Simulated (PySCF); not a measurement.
H5ClGaN, singlet, PBE0/def2-SVP optimised geometry.

```
8

Ga    -1.13    -0.27     0.00
H     -1.44    -1.27    -1.18
H     -1.44     1.27     0.00
Cl    -1.26    -1.20     2.00
N      1.00    -0.27     0.00
H      1.33     0.26     0.81
H      1.44     0.11    -0.84
H      1.33    -1.23     0.12
```

Density from PBE0/def2-TZVP in PySCF at that geometry.

Minimum of the electron density along straight lines between bonded atoms, close to the bond critical point (lines longer than 1.1 times the sum of covalent radii, or with two minima, are not listed):

```json
[
 {"bond": "Ga1–H2", "length / Å": "1.571", "ρ at the minimum / e bohr⁻³": "0.114", "∇²ρ there / e bohr⁻⁵": "0.14", "position (fraction from the first atom)": "0.60"},
 {"bond": "Ga1–H3", "length / Å": "1.571", "ρ at the minimum / e bohr⁻³": "0.114", "∇²ρ there / e bohr⁻⁵": "0.14", "position (fraction from the first atom)": "0.60"},
 {"bond": "Ga1–Cl4", "length / Å": "2.210", "ρ at the minimum / e bohr⁻³": "0.084", "∇²ρ there / e bohr⁻⁵": "0.24", "position (fraction from the first atom)": "0.44"},
 {"bond": "N5–H6", "length / Å": "1.021", "ρ at the minimum / e bohr⁻³": "0.332", "∇²ρ there / e bohr⁻⁵": "-1.68", "position (fraction from the first atom)": "0.74"},
 {"bond": "N5–H7", "length / Å": "1.020", "ρ at the minimum / e bohr⁻³": "0.332", "∇²ρ there / e bohr⁻⁵": "-1.65", "position (fraction from the first atom)": "0.74"},
 {"bond": "N5–H8", "length / Å": "1.021", "ρ at the minimum / e bohr⁻³": "0.332", "∇²ρ there / e bohr⁻⁵": "-1.68", "position (fraction from the first atom)": "0.74"}
]
```
